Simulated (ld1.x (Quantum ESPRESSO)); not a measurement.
P: excitation energies, all-electron against TM

| Property | Result |
| --- | --- |
| Element | phosphorus |
| Generator | ld1.x (Quantum ESPRESSO) 7.5 |
| Type | norm-conserving Troullier–Martins (Kleinman–Bylander form) |
| Functional | PBE |
| Relativity | scalar-relativistic |
| Frozen core | [Ne] |
| Valence charge | 5 |
| Reference configuration | 3s2 3p2.5 (charge +0.5) |
| Partial waves | 3p (bound): rc 1.80 bohr; 3d channel at 0.4 Ry: rc 1.70 bohr; 3s (bound): rc 1.30 bohr |
| Local potential | the s channel |
| Core correction | none |

Energies are relative to the spin-unpolarised reference configuration 3s2 3p2.5; without spin polarisation the order of configurations can differ from experiment.

| valence configuration | charge | ΔE all-electron (eV) | error AE − PS (meV) |
| --- | --- | --- | --- |
| 3s2 3p3 | 0 | -3.775 | +0.7 |
| 3s2 3p2 | +1 | 5.955 | +0.5 |
| 3s2 3p1 | +2 | 25.102 | +12 |
| 3s2 3p3.3 | -0.3 | -5.082 | +1.3 |
| 3s2 3p0 | +3 | 54.841 | +56 |
| 3s1 3p3 | +1 | 15.075 | +6.1 |
| 3s0 3p5 | 0 | 13.426 | +12 |

Levels in the configuration 3s2 3p3.3:

```csv
level,all-electron (eV),pseudo (eV)
3s,-11.527,-11.529
3p,-3.237,-3.239
```
